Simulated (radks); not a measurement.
Values are calculated unless marked as measured or tabulated.
These are the eigenvalues of the occupied orbitals of an atom or ion with whole-number occupations (eV). Level of theory: scalar-relativistic Kohn-Sham, BLYP, spin-polarised, spherical densities, finite nucleus; Fermi nuclear charge, rms radius of each element as measured or else 0.836 A^(1/3) + 0.57 fm (a radial shooting solver on a logarithmic mesh with Libxc functionals).

orbital  eigenvalue
1s up     -25516.37
1s down   -25516.34
2s up     -3916.933
2s down   -3913.697
2p up     -3532.813
2p down   -3530.348
3s up     -855.4533
3s down   -852.4106
3p up     -729.5331
3p down   -726.3783
3d up     -533.1838
3d down   -529.2782
4s up     -240.1912
4s down   -235.2110
4p up     -200.6750
4p down   -195.7001
4d up     -141.1017

Which element is it, and in what charge state? The configuration may be excited. Open shells, if any, are filled with parallel spins first.

Answer. Z = 47, silver, charge +8: Ag8+ in [Ar] 3d9 4s2 4p6 4d4. The list shows which subshells hold electrons but not how many an open one holds; the 1s level, -937.71 hartree, gives Z - s = 43.3 by -(Z - s)^2/2, which with screening and relativity narrows Z to a few neighbours, and the depths of the outer levels then fix element, charge and occupations together.
